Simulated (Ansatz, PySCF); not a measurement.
Reaction R1 + R2 → P1, each structure at its B3LYP-D3(BJ)/def2-TZVP stationary point, reached from a drawn start (curvature not checked).
P1: Cl4Ge (SMILES [Cl][Ge]([Cl])([Cl])[Cl]), charge 0, multiplicity 1.
R1: Cl2Ge (SMILES [Cl][Ge][Cl]), charge 0, multiplicity 1.
R2: Cl2 (SMILES ClCl), charge 0, multiplicity 1.

P less R. No zero-point or thermal terms; no spin–orbit coupling.

Correlated levels freeze the cores. In cc and def2 sets filled d and f shells under p-block atoms count as core.

The values were computed with Ansatz (a program for electronic structure) with Gaussian orbitals; PySCF for the D3/D4 terms. No computed number here is a measurement.

Question: One of these levels gives -63.16 kcal/mol for the reaction energy. Name it.
A) BLYP-D3(BJ)/def2-TZVPP
B) r2SCAN/def2-TZVPP
C) BLYP/def2-TZVPP
D) MP2/def2-SVP

Answer: C, BLYP/def2-TZVPP. The others give -68.77 (BLYP-D3(BJ)/def2-TZVPP), -84.98 (r2SCAN/def2-TZVPP), -97.69 (MP2/def2-SVP)
